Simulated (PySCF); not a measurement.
Compound: C₆H₈NOSi (doublet state).
Z-matrix (Å and degrees, GFN2-xTB geometry), rows numbered from 1:
```
C 
Si  1  1.8436
C   2  1.8797  1  107.42
C   3  1.3748  2  133.66  1   -17.82
C   4  1.4030  3  106.96  2  -178.41
C   5  1.3801  4  106.15  3     0.10
C   6  1.4441  5  131.83  4   179.95
N   7  1.2631  6  127.99  5     1.03
O   3  1.3455  2  117.06  1   164.03
H   1  1.0757  2  123.53  3   -17.12
H   1  1.0755  2  121.72  3   165.92
H   2  1.4720  1  112.68  3   118.02
H   2  1.4703  1  111.35  3  -119.17
H   4  1.0711  3  126.16  2     1.44
H   5  1.0720  4  126.96  3  -179.91
H   7  1.0869  6  115.07  5  -178.93
H   8  1.0196  7  114.36  6     0.13
```

The hyperfine couplings belong to this conformer and change with its torsions.

Identity: `[H]/N=C\c1ccc([SiH2][CH2])o1` [radical].

Computed, not measured: PySCF 2.14.0, UKS B3LYP, pcH-1 on C H N O Si, non-relativistic, mean-field spin-orbit, GIAO. One conformer (not necessarily the lowest) at the GFN2-xTB geometry, without solvent, vibrations or thermal averaging. The geometry wasn't refined by DFT: couplings that depend on bond lengths, twists or pyramidal angles can differ widely from those at the functional's own minimum. No stability test was run, so a lower SCF solution isn't excluded.

The largest Mulliken spin population is on C1 (+1.05). The angles at C1 add up to 359.9°, so it is planar; its axial dipolar tensor and the negative couplings of its protons fit spin in a p orbital normal to that plane.

Q: McConnell's relation a(H) = Q·ρ ties the coupling of a proton on a planar π carbon to the spin population of that carbon. What Q do the computed values give?

A: 
```
  H   C    ρ(C)  a(H) (G)  a/ρ (G)
H10  C1  +1.049    -21.06    -20.1
H11  C1  +1.049    -20.85    -19.9
```

These protons share one ρ (within 0.01), so their mean ratio, Q = -20.0 G, is no test of linearity. In McConnell's picture π spin on carbon polarises the C–H bond and leaves opposite spin at the proton, which makes Q negative, as found here.

Couplings in gauss use g_iso = 2.0026.
